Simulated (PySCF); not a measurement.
C₃H₁₂N₂Si, SMILES CCN[SiH2]NC.

The structure is a stationary point at r2SCAN-D4/def2-SVP. The values are those of a single conformer.

Calculation: PySCF with SMD-B3LYP/6-31G*.

Solvation free energies are E(SMD) − E(gas) at the gas-phase geometry, for 1 M in both phases. In vacuum the dipole moment is 1.23 D.

```csv
solvent,ΔG(solv) (kcal/mol),its non-electrostatic (CDS) part,dipole (D)
water,0.5,4.4,1.65
tetrahydrofuran,…,…,…
chlorobenzene,-3.8,-0.9,1.54
```

Problem. Some entries are withheld; supply them. (Estimate from the structure and the level; the computed values follow.)

Solution. 
- tetrahydrofuran, ΔG(solv) (kcal/mol): -3.3
- tetrahydrofuran, its non-electrostatic (CDS) part: -0.2
- tetrahydrofuran, dipole (D): 1.56
